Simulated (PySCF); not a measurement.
C₅H₆O₂, SMILES C[C@H]1OC=CC1=O.

Geometry: PBE-D3(BJ)/def2-SVP. The structure was generated by enumeration; whether it is a known compound was not checked. The values are those of a single conformer.

The numbers are results of PBE-D3(BJ)/def2-SVP (PySCF 2.14.0), not measurements.

Harmonic, unscaled wavenumbers; measured fundamentals usually lie a few per cent lower.

```csv
mode,ν (cm⁻¹),IR (km/mol),moving atoms (share of kinetic energy)
1,115,4.4,"C 47 %, O 36 %, H 18 %"
2,221,3.4,"H 56 %, C 25 %, O 20 %"
3,237,0.5,"H 65 %, C 20 %, O 15 %"
4,314,0.5,"C 59 %, H 28 %, O 13 %"
5,463,8.0,"O 42 %, C 40 %, H 18 %"
6,502,13.7,"C 44 %, O 33 %, H 23 %"
7,614,3.0,"O 55 %, C 36 %, H 9 %"
8,691,0.9,"C 61 %, H 28 %, O 10 %"
9,770,18.3,"H 59 %, C 36 %"
10,792,19.0,"C 65 %, H 29 %"
11,798,15.2,"C 58 %, H 31 %, O 11 %"
12,850,10.8,"O 37 %, H 33 %, C 30 %"
13,928,1.6,"H 68 %, C 31 %"
14,1001,11.9,"H 61 %, C 38 %"
15,1027,17.6,"H 64 %, C 20 %, O 16 %"
16,1043,8.9,"C 53 %, H 39 %"
17,1095,23.6,"C 68 %, H 29 %"
18,1122,36.1,"H 53 %, C 37 %, O 9 %"
19,1195,91.6,"H 53 %, C 33 %, O 14 %"
20,1243,4.9,"C 47 %, H 44 %, O 9 %"
21,1271,4.8,"H 70 %, C 27 %"
22,1330,15.5,"H 75 %, C 25 %"
23,1350,35.0,"C 59 %, H 31 %, O 10 %"
24,1406,12.0,H 95 %
25,1417,4.8,H 95 %
26,1581,115.0,"C 86 %, H 11 %"
27,1771,260.6,"C 66 %, O 34 %"
28,2983,11.4,H 97 %
29,2996,5.9,H 92 %
30,3082,6.9,"H 91 %, C 9 %"
31,3089,4.8,"H 90 %, C 10 %"
32,3146,4.2,"H 91 %, C 9 %"
33,3203,0.6,"H 91 %, C 9 %"
```
